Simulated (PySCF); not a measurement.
# Electron correlation in Ge²⁺ (germanium, charge +2)

[Ar] 3d10 4s2, closed-shell 1S. All numbers are calculated (PySCF 2.14, the spin-free X2C one-electron Hamiltonian (Gaussian nucleus), in cc-pVTZ-DK (6s5p3d1f, 43 functions)). Frozen: [Ar] 3d10; 2 electrons correlated.

Total MP2 correlation energy: -28.42 mhartree.

Same-spin part 0.00 and opposite-spin part -28.42 mhartree; SCS-MP2 scales them by 1/3 and 6/5 to -34.11 mhartree.

With two correlated electrons CCSD is exact within the correlated space (frozen core and kept virtual orbitals).

```tsv
level	correlation energy (mhartree)
CCSD	-39.36
```

Diagnostics: T1 = 0.0045, D1 = 0.0063, largest double amplitude 0.101.

**Question.** Is a single reference adequate?

**Answer.** Mostly. T1 lies below 0.03, but a double amplitude of this size points to a near-degeneracy that CCSD handles and MP2 describes poorly.
